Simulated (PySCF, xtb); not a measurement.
SnCl2, SMILES [Cl][Sn][Cl] (connectivity only; charge and spin as stated), neutral, multiplicity 1.

GFN2-xTB in xtb at its own geometry gives an orbital gap of 4.10 eV and a dipole moment of 5.60 D.

Coordinates come from a PBE0-D3(BJ)/def2-TZVP optimisation. The isomer is the one that the SMILES or the coordinates give; other isomers of the formula were not compared. The def2 effective core potentials stand for the cores of Sn; spin–orbit coupling is left out.

What does HF/def2-TZVPD in PySCF give? (An estimate is asked for; the answer gives what the named calculation found.)

gap 9.85 eV (levels -10.31 and -0.46 eV), dipole 3.39 D.
